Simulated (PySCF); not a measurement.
**Computed spin Hamiltonian**

C6H12N (doublet state).
Geometry (GFN2-xTB, Å), atoms numbered from 1 in this order:
```
atom  x, y, z in Å
C1     2.6253    0.7198   -0.2669
C2     1.7221   -0.4131   -0.0157
N3     0.3485   -0.0903   -0.3293
C4    -0.5568   -1.2224   -0.2938
C5    -1.9453   -0.5810   -0.3511
C6    -1.7407    0.8239    0.2460
C7    -0.2452    0.8853    0.5665
H8     3.5742    0.7781    0.2272
H9     2.3647    1.4546   -1.0004
H10    1.9990   -1.2712   -0.6550
H11    1.8355   -0.7647    1.0328
H12   -0.4418   -1.8042    0.6397
H13   -0.3640   -1.8866   -1.1387
H14   -2.2840   -0.5094   -1.3833
H15   -2.6763   -1.1637    0.2069
H16   -2.0053    1.5895   -0.4814
H17   -2.3426    0.9817    1.1396
H18   -0.0662    0.6132    1.6233
H19    0.1891    1.8697    0.3909
```

The hyperfine couplings belong to this conformer and change with its torsions.

Identity: `[CH2]CN1CCCC1` [radical].

Method used: UKS B3LYP, pcH-1 on C H N, non-relativistic, mean-field spin-orbit, GIAO in PySCF. The structure is a single GFN2-xTB conformer in the gas phase; no vibrational or solvent corrections. Couplings are sensitive to structure, and on GFN2-xTB geometries they can be far from those on DFT ones. The SCF solution wasn't tested for stability.

```
g1, g2, g3                      : 2.00223, 2.00277, 2.00292
g_iso                           : 2.00264
Form of g                       : rhombic: the two nearest values differ by 22 % of g3 − g1
⟨S²⟩                            : 0.7536 (exact 0.7500)
HOMO–LUMO gap, α and β orbitals : 6.78, 4.45 eV
Total energy                    : -290.56305 Eh
```

Isotropic coupling and dipolar principal values T1 to T3, in MHz; ρ(0) is the spin density at the nucleus:

```tsv
atom	isotope	a_iso	T1	T2	T3	Mulliken spin population	ρ(0) (bohr⁻³)
C1	13C	89.3	-81.7	-81.0	162.7	1.08	0.0794
C2	13C	-36.3	-2.4	0.0	2.3	-0.09	-0.0323
N3	14N	6.0	-0.8	-0.5	1.4	0.01	0.0185
C4	13C	-1.6	-0.5	-0.2	0.7	0.00	-0.0014
C5	13C	0.7	-0.3	-0.1	0.4	0.00	0.0006
C6	13C	-0.3	-0.3	-0.1	0.5	0.00	-0.0002
C7	13C	-0.1	-1.4	0.2	1.2	0.01	-0.0001
H8	1H	-63.6	-39.5	-0.2	39.7	-0.05	-0.0142
H9	1H	-63.2	-39.6	0.0	39.7	-0.04	-0.0141
H10	1H	159.6	-6.3	-2.7	8.9	0.06	0.0357
H11	1H	58.1	-5.1	-4.6	9.7	0.02	0.0130
H12	1H	-0.1	-1.2	-1.1	2.3	0.00	0.0000
H13	1H	0.5	-1.4	-1.0	2.4	0.00	0.0001
H14	1H	0.3	-0.5	-0.5	1.1	0.00	0.0001
H15	1H	0.3	-0.5	-0.4	0.9	0.00	0.0001
H16	1H	0.5	-0.7	-0.7	1.5	0.00	0.0001
H17	1H	0.0	-0.6	-0.6	1.2	0.00	0.0000
H18	1H	-0.3	-2.2	-2.0	4.2	0.00	-0.0001
H19	1H	3.8	-4.6	-2.8	7.4	0.00	0.0008
```

The largest Mulliken spin populations are on C1 (+1.08), C2 (-0.09) and H10 (+0.06). C1 is the only atom above +0.15. The angles at C1 add up to 359.9°, so it is planar; its axial dipolar tensor and the negative couplings of its protons fit spin in a p orbital normal to that plane.

Axes: g2 points within 7° of the C1–C2 bond.

Under fast tumbling the dipolar parts average out, and these isotropic splittings remain: 2 × 1H (H10/H11, I = 1/2, 3 lines) with 3.88 mT, 2 × 1H (H8/H9, I = 1/2, 3 lines) with 2.26 mT, 1 × 14N (N3, I = 1, 3 lines) with 0.21 mT and 4 × 1H (H12/H13/H18/H19, I = 1/2, 5 lines) with 0.04 mT.

Nuclei that the bonding pattern makes equivalent are averaged, as if the motion that swaps them (rotation, inversion, ring flip) were fast. The 1H value of +108.9 MHz is a mean of couplings from 58.1 to 159.6 MHz in this one geometry, not an average over conformers.

The 13C coupling of C1 (89.3 MHz) shows only in satellite lines or after enrichment, since that isotope makes up about 1.07 % of natural carbon.

β density exceeds α density at some nuclei, such as C2 (-0.0323) and H8/H9 (-0.0142), spin density in bohr⁻³. In a single determinant that takes different orbitals for the two spins, that is spin polarisation.
